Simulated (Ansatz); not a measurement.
Mulliken charges of `[CH3][InH][C]#CS` from r2SCAN/def2-TZVPP in Ansatz (PBE0-D4/def2-TZVP geometry).

```
atom   x (Å)   y (Å)   z (Å)  charge (e)
  C1  -2.093  -0.810   0.414      -0.489
 In2  -0.146  -0.505   1.252       0.650
  C3   1.263   0.403  -0.009      -0.372
  C4   2.063   0.935  -0.761       0.027
  S5   3.263   1.654  -1.680      -0.058
  H6  -2.052  -1.643  -0.292       0.085
  H7  -2.403   0.080  -0.135       0.092
  H8  -2.831  -1.040   1.182       0.088
  H9   0.401  -0.923   2.825      -0.130
 H10   2.535   1.850  -2.797       0.106
```

Task: By hand: the dipole of these point charges (1 e Å = 4.8032 D).

Result: Σ q r = (-0.103, -0.060, 0.095) e Å, of length 0.152 e Å = 0.73 D.

Task: How does the dipole of the full density compare? (An estimate is asked.)

Result: Computed: (-0.278, -0.029, -0.156) e Å, 1.54 D; the point charges give 0.47 times that, at 71° from its direction.

Point charges leave out the atoms' own dipoles, such as those of lone pairs, and Mulliken's split depends on the basis, so the two needn't agree.
